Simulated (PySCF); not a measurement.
Species: `O=[P@@H]1CCCC[C@@H]1[SiH3]`. The columns A, B, C and D hold Mulliken, IAO, Hirshfeld and ESP-fitted charges (e) of one PBE0/pcSseg-1 density (PySCF), in a shuffled order. Coordinates in Å (GFN2-xTB); the density's dipole moment is (-1.75, 3.98, 0.63) D.

```
atom       x       y       z       A       B       C       D
  O1   0.538  -2.866   0.163  -0.405  -0.610  -0.925  -0.637
  P2  -0.081  -1.585   0.508  +0.397  +0.868  +1.418  +0.713
  C3  -1.323  -0.975  -0.680  -0.113  -0.467  -0.525  -0.245
  C4  -1.840   0.402  -0.287  -0.066  -0.231  -0.256  -0.045
  C5  -0.711   1.420  -0.147  -0.068  -0.234  -0.256  +0.029
  C6   0.235   1.090   1.004  -0.067  -0.180  -0.251  -0.181
  C7   1.042  -0.181   0.760  -0.152  -0.766  -0.644  -0.206
 Si8   2.252  -0.139  -0.717  +0.310  +0.497  +0.587  +0.285
  H9  -0.815  -1.622   1.704  -0.015  +0.013  -0.115  -0.052
 H10  -0.846  -0.957  -1.665  +0.047  +0.167  +0.156  +0.095
 H11  -2.133  -1.709  -0.724  +0.054  +0.167  +0.162  +0.098
 H12  -2.370   0.325   0.666  +0.037  +0.121  +0.131  +0.030
 H13  -2.555   0.750  -1.037  +0.045  +0.134  +0.144  +0.035
 H14  -1.149   2.406   0.032  +0.044  +0.130  +0.142  +0.022
 H15  -0.144   1.473  -1.080  +0.037  +0.136  +0.128  +0.017
 H16  -0.353   0.981   1.921  +0.037  +0.123  +0.131  +0.057
 H17   0.925   1.926   1.153  +0.043  +0.138  +0.142  +0.078
 H18   1.626  -0.421   1.656  +0.052  +0.190  +0.166  +0.111
 H19   3.259  -1.177  -0.534  -0.065  -0.041  -0.094  -0.057
 H20   2.864   1.195  -0.696  -0.079  -0.081  -0.121  -0.089
 H21   1.571  -0.319  -2.002  -0.072  -0.073  -0.118  -0.059
```

Question: Which column most likely holds the ESP-fitted charges?

Answer: D. Σ q r misses the density's dipole by 0.04 D (D), 0.81 D (C), 0.81 D (B), 1.16 D (A). Charges fitted to the outside potential are the only set here that is tied to the molecule's multipoles.

Question: And the Hirshfeld charges?

Answer: A. The mean sizes are 0.105 e (A), 0.150 e (D), 0.256 e (B), 0.315 e (C), and Hirshfeld charges are commonly the smallest of these schemes.

As computed, A = Hirshfeld, B = Mulliken, C = IAO, D = ESP-fitted. Hydrogens on carbon: Hirshfeld +0.04 to +0.05, Mulliken +0.12 to +0.19, IAO +0.13 to +0.17, ESP-fitted +0.02 to +0.11 e.

The Hirshfeld scheme divides the density at each point in proportion to the densities of the neutral, spherically averaged free atoms. The Mulliken scheme gives each basis function's population to the atom it is centred on and halves the overlap population of two atoms between them.

One conformer (not necessarily the lowest) at the GFN2-xTB geometry, without solvent, vibrations or thermal averaging.
